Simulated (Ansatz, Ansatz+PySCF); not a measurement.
```yaml
atoms:
  - { symbol: N, position_ang: [-0.0047, 0.0139, 0.5150] }
  - { symbol: F, position_ang: [1.2402, -0.0272, -0.1564] }
  - { symbol: F, position_ang: [-0.5929, 1.0120, -0.0995] }
  - { symbol: F, position_ang: [-0.5885, -1.0924, -0.0959] }
```

Basis set: def2-SVP (spherical functions). Frozen core: 4 orbitals. Charge 0, multiplicity 1.

Computed with Ansatz (development build ahead of 0.2.0); each method stands on the lowest determinant of its kind that the runs found. Restricted open shells among the atoms or ions are ROHF, correlated in semicanonical orbitals with singles. Restricted functionals stand beside restricted open-shell atoms, which can lie above the unrestricted atoms usual in DFT and then raise those values.

The atomization energy at this shape (free ground-state atoms in the same class of orbitals less the molecule, no zero-point energy) of singlet NF3:

```
               method  atomization energy
   ωB97X (restricted)             9.29 eV
 ωB97X (unrestricted)             9.08 eV
r²SCAN (unrestricted)             9.20 eV
  r²SCAN (restricted)             9.44 eV
   PBE (unrestricted)            10.77 eV
     PBE (restricted)            10.89 eV
    PBE0 (restricted)             9.19 eV
  PBE0 (unrestricted)             9.03 eV
          RHF-CCSD(T)             7.42 eV
             RHF-CCSD             7.01 eV
              RHF-MP2             8.00 eV
                  UHF             1.26 eV
```

Problem. What does RHF give?

Solution. 1.65 eV.
